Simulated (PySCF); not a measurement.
PySCF 2.14 output of an unrestricted PBE calculation on a single atom or ion in aug-cc-pV(Q+d)Z with one added diffuse shell each of s, p, d, f, g type (8s7p6d4f3g, 114 functions), with the non-relativistic Hamiltonian (point nucleus):

```
SCF conv_tol = 1e-09
number electrons alpha = 10  beta = 6
    J. P. Perdew, K. Burke, and M. Ernzerhof.,  Phys. Rev. Lett. 77, 3865 (1996)
    J. P. Perdew, K. Burke, and M. Ernzerhof.,  Phys. Rev. Lett. 78, 1396 (1997)
    J. P. Perdew, K. Burke, and M. Ernzerhof.,  Phys. Rev. Lett. 77, 3865 (1996)
    J. P. Perdew, K. Burke, and M. Ernzerhof.,  Phys. Rev. Lett. 78, 1396 (1997)
cycle= 1 E= -524.60105843855  delta_E= -0.00995  |g|= 0.0283  |ddm|= 0.751
cycle= 2 E= -524.601163506925  delta_E= -0.000105  |g|= 0.00463  |ddm|= 0.0767
cycle= 3 E= -524.601169593313  delta_E= -6.09e-06  |g|= 0.00121  |ddm|= 0.0136
cycle= 4 E= -524.601170031627  delta_E= -4.38e-07  |g|= 0.000175  |ddm|= 0.00524
cycle= 5 E= -524.601170038852  delta_E= -7.23e-09  |g|= 1.95e-06  |ddm|= 0.000588
cycle= 6 E= -524.601170038852  delta_E= 1.14e-13  |g|= 1.88e-07  |ddm|= 3.51e-06
converged SCF energy = -524.601170038852  <S^2> = 6.001646  2S+1 = 5.0006584
```

The run itself started from symmetry-adapted Hartree-Fock orbitals and held the occupation by maximum overlap, on a logarithmic radial grid, so the iterations belong to that start.

Task: Which element, charge and spin multiplicity is this?

Result: Ar²⁺ (argon, charge +2), multiplicity 5; the state was [Ne] 3s1 3p4 3d1, one real determinant (an excited configuration).

⟨L²⟩ = 8.01 against 12 for a pure F term, so this real determinant mixes terms. The outer electron is Rydberg-like, and this basis confines it to a smaller radius and binds it less than a complete one would.
